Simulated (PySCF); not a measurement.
**How methods differ on the excitation energy of Cl**

Cl [Ne] 3s2 3p5 (2P) → Cl [Ne] 3s1 3p6 (2S), as a difference of total energies. Calculation: PySCF 2.14, in def2-TZVPPD; no relativity, point nucleus. Correlated levels: valence and next inner shell: 1s2 frozen. The calculations carry no spin-orbit coupling.

```
                                method  excitation energy (eV)
                                   UHF                  15.410
    MP2 (valence and next inner shell)                  12.850
SCS-MP2 (valence and next inner shell)                  12.629
   CCSD (valence and next inner shell)                  11.627
CCSD(T) (valence and next inner shell)                  10.572
```

Task: How much does correlation contribute at CCSD(T) (valence and next inner shell)?

Result: 10.572 − (15.410) = -4.838 eV, measured against UHF.

Errors of the correlated levels include the incompleteness of this basis and the frozen core.

The coupled-cluster amplitudes are large for the upper state (T1 above 0.03 or a double amplitude above 0.15), so a single reference is strained.

For comparison: 10.586 eV (measured; NIST levels, between the centres of gravity of the two terms).
